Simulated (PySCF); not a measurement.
Protons, H atoms and electrons added to or taken from C[GeH3]. All species are isolated molecules in the gas phase. Strings in code marks are SMILES.

All values below come from ωB97X-D3(BJ)/def2-TZVPD // PBE0-D3(BJ)/def2-TZVPD run with PySCF. 

```json
[
 {"species": "neutral parent (`[CH3][GeH3]`)", "HOMO (eV)": "-11.37"},
 {"species": "proton removed from C1 (`[GeH3][CH2-]` (not the most acidic site))", "HOMO (eV)": "-1.75"},
 {"species": "proton removed from Ge2 (`[CH3][GeH2-]`)", "HOMO (eV)": "-2.04"}
]
```
